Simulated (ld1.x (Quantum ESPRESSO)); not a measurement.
## Cutoff test, aluminium, TM

| Quantity | Value |
| --- | --- |
| Element | Al |
| Generator | ld1.x (Quantum ESPRESSO) 7.5 |
| Type | norm-conserving Troullier–Martins (Kleinman–Bylander form) |
| Functional | revPBE |
| Relativity | scalar-relativistic |
| Frozen core | [Ne] |
| Valence charge | 3 |
| Reference configuration | 3s2 3p1 |
| Partial waves | 3s (bound): rc 1.55 bohr; 3p (bound): rc 1.80 bohr |
| Local potential | all-electron potential smoothed inside 2.02 bohr (lloc = -1) |
| Core correction | a·sin(br)/r model core inside 1.45 bohr |

The pseudo-atom Hamiltonian at the reference potential is diagonalised in spherical Bessel functions j_l(qr) that vanish at 20 bohr, with q² up to the cutoff. All-electron valence levels (Ry): 3s -0.5676, 3p -0.1983.

Problem. How do the lowest levels (Ry) of each channel move with the cutoff, and are there ghosts?

Solution.

| cutoff (Ry) | s #1 | s #2 | p #1 | d #1 | d #2 | f #1 | Σ f·Δε (mRy) |
| --- | --- | --- | --- | --- | --- | --- | --- |
| 8 | -0.5576 | -0.0268 | -0.1956 | 0.0407 | 0.1257 | 0.0974 | 22.6 |
| 10 | -0.5601 | -0.0270 | -0.1956 | 0.0407 | 0.1257 | 0.0974 | 17.5 |
| 15 | -0.5606 | -0.0270 | -0.1958 | 0.0407 | 0.1257 | 0.0974 | 16.3 |
| 18 | -0.5621 | -0.0272 | -0.1962 | 0.0407 | 0.1257 | 0.0974 | 13.0 |
| 21 | -0.5636 | -0.0273 | -0.1967 | 0.0407 | 0.1257 | 0.0974 | 9.4 |
| 30 | -0.5665 | -0.0276 | -0.1980 | 0.0407 | 0.1257 | 0.0974 | 2.4 |
| 35 | -0.5669 | -0.0276 | -0.1982 | 0.0407 | 0.1257 | 0.0974 | 1.5 |
| 40 | -0.5669 | -0.0276 | -0.1982 | 0.0407 | 0.1257 | 0.0974 | 1.4 |
| 45 | -0.5669 | -0.0276 | -0.1982 | 0.0407 | 0.1257 | 0.0974 | 1.3 |
| 55 | -0.5673 | -0.0276 | -0.1982 | 0.0407 | 0.1257 | 0.0974 | 0.6 |
| 60 | -0.5674 | -0.0277 | -0.1983 | 0.0407 | 0.1257 | 0.0974 | 0.4 |
| 400 | -0.5675 | -0.0277 | -0.1983 | 0.0407 | 0.1257 | 0.0974 | 0.0 |

Result: no extra level below or beside the all-electron valence levels (s, p, d, f tested); 10 mRy is reached at 21 Ry and 1 mRy at 50 Ry.
